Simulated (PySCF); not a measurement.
# Sn(OH)₃, doublet: molecular constants

All numbers come from UPBE0/[Sn def2-SVP with ECP28, O def2-SVP, H def2-SVP], scalar-relativistic core potentials, density fitting, no spin–orbit coupling, PySCF.

The structure is a minimum.

Z-matrix (Å, degrees; charge 0 multiplicity 2):
```
Sn
O  1 1.9989
O  1 1.9989 2 105.35
O  1 1.9989 2 105.35 3 -111.11
H  2 0.9667 1 111.11 3 142.74
H  3 0.9667 1 111.12 2 31.63
H  4 0.9667 1 111.11 2 142.74
```

```json
{
 "Point group": "C3",
 "Bond lengths": "O–H 0.967 Å (×3), Sn–O 1.999 Å (×3)",
 "Bond angles": "H–O–Sn 111.1° (×3), O–Sn–O 105.4° (×3)",
 "Spin squared ⟨S²⟩": "0.756",
 "Principal quadrupole moments (Buckingham, traceless) about the centre of mass": "-0.12, -0.12, 0.23 D Å",
 "Atomisation energy without zero-point energy": "2200 kJ/mol",
 "Rotational symmetry number": "3",
 "Heat capacity Cp at 298.15 K": "102.4 J/(mol K)",
 "Enthalpy at 298.15 K above 0 K": "22.55 kJ/mol",
 "Entropy at 298.15 K and 1 bar (electronic part: spin only)": "368.0 J/(mol K)",
 "Lowest empty level (β)": "-3.80 eV",
 "Highest occupied level (α)": "-6.72 eV",
 "Rotational constants": "0.1504, 0.1504, 0.09474 cm⁻¹",
 "Principal polarisabilities": "36.6, 49.6, 49.6 bohr³",
 "Zero-point energy": "99.1 kJ/mol",
 "Dipole moment": "1.19 D"
}
```

Harmonic modes (masses in u: Sn 119.902, O 15.995, H 1.008):
```tsv
symmetry	ω (cm⁻¹)	IR (km/mol, summed over degenerate members)
e	54	73.2
a	101	169
a	195	92.0
e	199	17.5
a	575	17.3
e	591	169
a	794	42.5
e	814	162
e	3863	227
a	3865	23.9
```

In C3 the vibrations span 5e + 5a.

Charges (e):
```
  atom  Mulliken  Löwdin  polar tensor  spin (Mulliken)  Mayer order to Sn1
   Sn1      0.87    0.66          1.28             0.53                   –
O2,3,4     -0.49   -0.30         -0.69             0.16                0.98
H5,6,7      0.20    0.08          0.26             0.00                0.03
```
Other Mayer orders above 0.3: O–H 0.96 (×3).

Mulliken populations on Sn1 (electrons outside its core potential): s 3.41, p 7.45, d 10.28.

Outer orbital energies (eV). α occupied: -13.15, -10.89, -9.75, -9.75, -9.57, -8.60, -8.60, -6.72; empty: 0.37, 0.37, 0.69, 2.93. β occupied: -12.97, -12.97, -10.53, -9.21, -9.07, -9.07, -8.39, -8.39; empty: -3.80, 0.87, 0.87, 0.97.

Other isomers or separated fragments may lie lower. With an element this heavy the missing spin–orbit coupling can shift these numbers.

The final relaxation and frequency run took 2.2 min on 2 threads of a shared Arm Neoverse N1 host, with 83 basis functions and 14 gradients; the process peaked at 1.4 GiB.
